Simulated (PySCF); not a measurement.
HBFO (SMILES [OH+]=BF), charge +1, singlet, geometry from GFN2-xTB.

Here is a job for PySCF.
```python
from pyscf import gto, scf, dft

mol = gto.Mole()
mol.atom = '''
    O    -0.00000000   -0.00000000   -1.17560346
    B     0.00000000    0.00000000    0.02998249
    F     0.00000000    0.00000000    1.26671985
    H    -0.00000000   -0.00000000   -2.14556344
'''
mol.basis = 'sto-3g'
mol.charge = 1
mol.verbose = 4
mol.build()

mf = dft.RKS(mol)
mf.xc = 'pbe0'
mf.kernel()
```

Problem. What does this run give for the HOMO-LUMO gap, Mulliken (on the basis functions themselves) charges in atom order, total energy, nuclear repulsion energy?

Solution. 
HOMO-LUMO gap: 13.11 eV
Mulliken (on the basis functions themselves) charges in atom order: O1 -0.25, B2 0.76, F3 0.05, H4 0.44
total energy: -197.349462 Ha
nuclear repulsion energy: 59.3888 Eh
